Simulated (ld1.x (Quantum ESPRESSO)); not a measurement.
**What one change does to a pseudopotential (Si, TM)**

- Element: Si (Z = 14)
- Generator: ld1.x (Quantum ESPRESSO) 7.5
- Type: norm-conserving Troullier–Martins (Kleinman–Bylander form)
- Functional: PBE
- Relativity: scalar-relativistic
- Frozen core: [Ne]
- Valence charge: 4
- Reference configuration: 3s1.5 3p2.5
- Partial waves: 3s (bound): rc 1.55 bohr; 3p (bound): rc 2.30 bohr
- Local potential: all-electron potential smoothed inside 2.25 bohr (lloc = -1)
- Core correction: Bessel-smoothed model core inside 1.00 bohr

Change: all radii but the core radius scaled by about 0.90 (s 1.40, p 2.08 bohr); local potential all-electron potential smoothed inside 2.04 bohr (lloc = -1).

Cutoffs: the cutoffs (Ry, on a coarse ladder) from which the occupation-weighted sum of valence levels, in a spherical-Bessel basis at the reference potential, stays within 10 and 1 mRy of its value at 400 Ry; they do not see the model core or the augmentation charge, which bear on the density cutoff. Errors are all-electron minus pseudo energies relative to the spin-unpolarised reference configuration.

**Question.** How do hardness, ghosts and transferability respond?

**Answer.** The potential gets harder (15 Ry and 35 Ry → 30 Ry and 70 Ry); of the 7 tests that both files solve, the error grows in 3 and shrinks in 0 by more than 15 % and 0.3 meV (median size 0.4 → 0.6 meV); neither file shows a bound ghost. A smaller radius makes the pseudo-wave follow the all-electron one further in, where it bends more sharply, so more plane waves are needed. That the errors move this way runs against the usual rule that smaller radii transfer better.

| quantity | base | changed |
| --- | --- | --- |
| cutoff, loose | 15 Ry | 30 Ry |
| cutoff, tight | 35 Ry | 70 Ry |
| loose cutoff by channel (10 mRy a level) | s 12 Ry, p 6 Ry | s 15 Ry, p 6 Ry |
| bound ghosts | none | none |
| error for 3s2 3p2, meV [ΔE -3.39 eV] | -0.1 | -0.4 |
| error for 3s2 3p1, meV [ΔE 4.35 eV] | +0.4 | +0.3 |
| error for 3s2 3p0, meV [ΔE 20.35 eV] | +13 | +16 |
| error for 3s1 3p3, meV [ΔE 3.43 eV] | -0.3 | -0.6 |
| error for 3s2 3p1.5, meV [ΔE -0.47 eV] | -0.6 | -1.0 |
| error for 3s2 3p2.3, meV [ΔE -4.32 eV] | +0.4 | +0.3 |
| error for 3s1 3p2, meV [ΔE 11.78 eV] | +3.6 | +3.9 |
